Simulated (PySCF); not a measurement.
A calculated (PBE, PySCF 2.14, cc-pVDZ, the non-relativistic Hamiltonian (point nucleus)) atom or ion has these occupied shells.

```
shell  electrons  orbital energy (eV)  rms radius, mean of both spins (bohr)
 1s α          1              -1267.3                                  0.152
 1s β          1              -1267.3                                  0.152
 2s α          1              -88.851                                  0.762
 2s β          1              -88.714                                  0.762
 2p α          3              -55.978                                  0.778
 2p β          3              -55.828                                  0.778
 3s α          1              -11.942                                   3.02
```

Problem. Name the element and its charge.

Solution. Mg⁺ (magnesium, charge +1), in [Ne] 3s1, 2S determinant.
